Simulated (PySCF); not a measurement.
**V₂O: breathing scan**

All numbers come from UB3LYP/[O def2-SVP, V def2-SVP], no relativity, density fitting, PySCF.

Rigid scan from the septet minimum (O–V 1.801 Å (×2), V–V 2.636 Å; O–V–V 42.9° (×2), V–O–V 94.1°). Coordinate: all bonds to the central atom scaled together. Energies in kJ/mol from the minimum.

```tsv
scale of all bonds to the centre	E (kJ/mol)	dipole size (D)	⟨S²⟩
0.88	176.0	0.50	12.04
0.92	68.9	0.89	12.05
0.96	15.2	1.30	12.05
1.00	0.0	1.67	12.06
1.04	11.9	2.01	12.07
1.08	42.4	2.32	12.08
1.14	109.7	2.75	12.10
1.22	218.7	3.22	12.15
1.35	399.8	3.72	12.34
```

Spin contamination is strong at 1.35, so these points are less reliable.

Other spin states or occupations of the open shell can lie lower.

Other isomers or separated fragments may lie lower.
